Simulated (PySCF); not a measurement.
## Which determinant of AlBr lies lowest?

Unrestricted PBE0; basis Al cc-pV(T+d)Z, Br cc-pVTZ-PP with ECP10; scalar-relativistic core potentials; PySCF 2.14. Outer shells of the fragments: Al 3s2 3p1; Br 3d10 4s2 4p5.

Followed along the bond (rough minima from three points):

```csv
2Ms+1,unpaired,⟨S²⟩ at the start,R at minimum (Å),Te (eV)
1,none,0.00,2.32,0.00
3,"σ ↑, π ↑",2.00,2.28,2.70
```

Solutions found at the starting distance of 2.310 Å, counted from the lowest of them; the search is not exhaustive and high or unbound solutions are not listed, so other states can lie among these:

| 2Ms+1 | unpaired | term | E (eV) | ⟨S²⟩ | ⟨Lz²⟩ | μ (D) |
| --- | --- | --- | --- | --- | --- | --- |
| 1 | none | ¹Σ⁺ | 0.00 | 0.00 | 0.00 | -1.58 |
| 3 | σ ↑, π ↑ | ³Π | 2.70 | 2.00 | 1.00 | -1.57 |
| 1 | σ ↑, π ↓ | mixed | 3.36 | 1.01 | 1.01 | -1.16 |
| 3 | σ ↑↑ | ³Σ⁺ | 4.98 | 2.00 | 0.00 | -0.82 |
| 3 | π ↑↑ | mixed | 5.46 | 2.02 | 2.02 | 3.83 |
| 3 | π ↑↑ | mixed | 5.66 | 2.01 | 2.02 | 3.93 |
| 1 | π ↑↓ | mixed | 5.68 | 1.01 | 2.02 | 3.94 |
| 1 | π ↑↓ | mixed | 7.15 | 1.00 | 2.02 | -1.14 |
| 3 | σ ↑, π ↑ | ³Π | 7.48 | 2.01 | 1.01 | 4.02 |
| 1 | σ ↑, π ↑↓↓ | mixed | 8.70 | 2.01 | 3.03 | 3.68 |

A term symbol is given only where ⟨S²⟩ and ⟨Lz²⟩ are close to those of a pure state; real π, δ and φ orbitals otherwise mix terms. A positive dipole means Al(−)Br(+).

Counting both spins, an empty level lies below a filled one in some of these solutions, because spin and occupation are held.
